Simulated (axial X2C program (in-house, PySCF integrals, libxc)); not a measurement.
# ClGaCl: properties at the nuclei

Computed with an in-house all-electron X2C program for linear molecules (integrals from PySCF): two-component X2C with atomic mean-field Coulomb and Gaunt terms, Gaussian nuclei, basis Cl dyall-av3z, Ga dyall-v3z with contracted cores.

Cl–Ga–Cl held linear, with bonds 2.245 and 2.245 Å (near the PBE0 minimum at charge 0 of the determinant lowest at the starting distance; the state shown can have its own minimum elsewhere, held linear; other orders of the atoms were not compared).

Input and command:
```json
{"zs": [17, 31, 17], "q": 0, "bas": ["dyall-av3z", "dyall-v3z", "dyall-av3z"], "r0": [2.23, 2.23], "symm": 1, "scan": ["PBE0", "HF", "PBE"], "levels": ["PBE0", "HF", "B3LYP"], "nst": 2}
```
```bash
python solin.py task.json out
```

Keys: zs atomic numbers; q charge; bas basis sets; r0 starting distance in Å; symm equal bonds; scan levels of the two-bond scan; levels methods; nst determinants followed.

Determinant lowest in the PBE0 search, Ω = 1/2 (⟨Sz⟩ = 0.50, ⟨Lz⟩ = 0.00 at PBE0), spin on the atoms Cl 0.12, Ga 0.27, Cl 0.12:

```tsv
level	A∥/gI Cl (MHz)	qzz Cl (a.u.)	A∥/gI Ga (MHz)	qzz Ga (a.u.)
PBE0	384	1.73	3790	-2.43
HF	455	1.58	4120	-2.65
B3LYP	388	1.76	3710	-2.36
```

Determinant 2.55 eV from it at PBE0 and this distance, Ω = 3/2 (⟨Sz⟩ = 0.50, ⟨Lz⟩ = 1.00 at PBE0), spin on the atoms Cl -0.04, Ga 0.58, Cl -0.04:

| level | A∥/gI Cl (MHz) | qzz Cl (a.u.) | A∥/gI Ga (MHz) | qzz Ga (a.u.) |
| --- | --- | --- | --- | --- |
| PBE0 | 25.5 | 3.78 | 466 | -0.52 |
| HF | 14.3 | 3.64 | 734 | -1.18 |
| B3LYP | 25.9 | 3.87 | 418 | -0.39 |

A∥ (defined per Ω) follows by multiplying with gI = μI/(I μN); qzz is the electric field gradient, eQq0 = 234.96 MHz × Q/barn × qzz. The operators were transformed with the bare-nucleus X2C matrices; with these basis sets, hyperfine constants and field gradients can be off by tens of per cent, and where levels differ in sign neither size nor sign is settled.

With gI(35Cl) = 0.5479, Q(35Cl) = -0.08112 barn, gI(69Ga) = 1.3444, Q(69Ga) = 0.171 barn (g factors from the IAEA table of nuclear moments by Stone; Q from Pyykkö, Mol. Phys. 2018), turn the PBE0 values of the first state into constants in MHz.

A∥(35Cl) = 384 × 0.5479 = 210 MHz; eQq0(35Cl) = 234.96 × (-0.08112) × (1.73) = -33 MHz; A∥(69Ga) = 3790 × 1.3444 = 5100 MHz; eQq0(69Ga) = 234.96 × (0.171) × (-2.43) = -97.6 MHz.

The molecule was held linear; bending was not examined, so a bent shape may lie lower.

Each state is one determinant with collinear spin. Unrestricted Hartree–Fock can overshoot spin polarisation at the nuclei. The search compared states at one distance, so a state with another bond length can lie lower. PBE0 term energies can be off by some tenths of an eV.
